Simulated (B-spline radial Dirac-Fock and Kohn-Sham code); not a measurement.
**Dipole and non-dipole photoemission parameters of Tb 4p3/2**

System: neutral terbium in the configuration [Xe] 4f9 6s2; threshold 284.1 eV (tabulated edge). Model: Dirac-Hartree-Slater photoionisation with a Latter tail; cross sections with all multipoles, angular parameters from the dipole term and its interference with E2. Program: a radial atomic solver.

| hν (eV) | σ (kb) | β | γ | δ |
| --- | --- | --- | --- | --- |
| 413 | 252 | 0.348 | -0.066 | 0.071 |
| 605 | 185 | 1.075 | 0.248 | 0.040 |
| 614 | 182 | 1.093 | 0.254 | 0.039 |
| 763 | 143 | 1.311 | 0.288 | 0.022 |
| 1253.6 | 71.8 | 1.588 | 0.132 | 0.003 |
| 1270 | 70.4 | 1.593 | 0.126 | 0.003 |
| 1486.9 | 54.8 | 1.642 | 0.061 | 0.001 |
| 1680 | 44.6 | 1.670 | 0.018 | 0.001 |
| 1950 | 34.3 | 1.697 | -0.020 | 0.001 |
| 2000 | 32.7 | 1.701 | -0.025 | 0.001 |
| 2260 | 26.1 | 1.715 | -0.038 | 0.002 |
| 2420 | ? | ? | ? | ? |
| 2900 | 16.2 | 1.730 | -0.014 | 0.004 |
| 3740 | 9.62 | 1.727 | 0.085 | 0.007 |
| 3780 | 9.41 | 1.727 | 0.090 | 0.007 |
| 8047.8 | 1.68 | 1.627 | 0.798 | 0.023 |
| 9251.7 | 1.19 | 1.595 | 0.981 | 0.029 |
| 11000 | 0.763 | 1.551 | 1.222 | 0.039 |
| 15000 | 0.334 | 1.455 | 1.678 | 0.064 |

Q: Give the values at 2420 eV.

A: σ = 23.0 kb, β = 1.721, γ = -0.038, δ = 0.003.

Values without a named source are computed, but for edge energies of neutral atoms, which are taken from tables.
